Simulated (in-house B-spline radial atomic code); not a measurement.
# RPA and G0W0 on PBE0: Rb⁺

Configuration [Ar] 3d10 4s2 4p6, mean-field start PBE0. Computed with a B-spline radial code for spherical atoms: all electrons, scalar-relativistic (spin-free one-electron X2C), finite nucleus, each spin shell either full or empty, empty states to l = 9 with an (l + 1/2)⁻⁴ tail; G0W0 by contour deformation at full frequency.

Command:
```bash
python run_gw.py task.json out
```
Settings (radii: box in bohr, nucleus in fm):
```
Z                        37
electrons                36
configuration            [Ar] 3d10 4s2 4p6
hamiltonian              x2c
method                   pbe0
lmax                     9
rms_radius               4.2036
spin_polarised           False
box_radius               23.78
intervals                71
```

Run time, properties included: 3.7 s on 1 thread of Arm Neoverse N1, with other jobs on the host.

Energies (hartree):

```tsv
term	value
mean-field total	-2980.57310
Hartree-Fock functional on these orbitals	-2978.99948
direct second order	-2.9721
second-order exchange	0.8547
SOSEX correction	0.79172
```

What is the RPA correlation energy, and what remains with SOSEX?

RPA gives -2.6047 hartree (-1.97 eV per electron); RPA + SOSEX gives -1.813, and the second-order doubles -2.1174 hartree (no singles). SOSEX takes back 30 % of the RPA value.

Quasi-particle levels (eV):

| level | occupied | mean field | Σx - vxc | Σc | QP weight | G0W0 |
| --- | --- | --- | --- | --- | --- | --- |
| 4p | yes | -23.385 | -3.94 | ? | ? | ? |
| 5s | no | -5.397 | 1.96 | -0.65 | 0.984 | -4.087 |

G0W0 = mean field + (Σx - vxc) + Σc, with Σc (partial-wave tail included) taken at the quasi-particle energy. Only the outer levels were computed. Levels of low weight are left out.

Where does G0W0 put 4p?

At -27.639 eV, with Σc = -0.31 eV and a quasi-particle weight of 0.926. The tabulated removal energy is 27.290 eV (NIST, measured); the calculation leaves out spin-orbit coupling, Breit and QED terms, and what these don't explain is the method's own error.
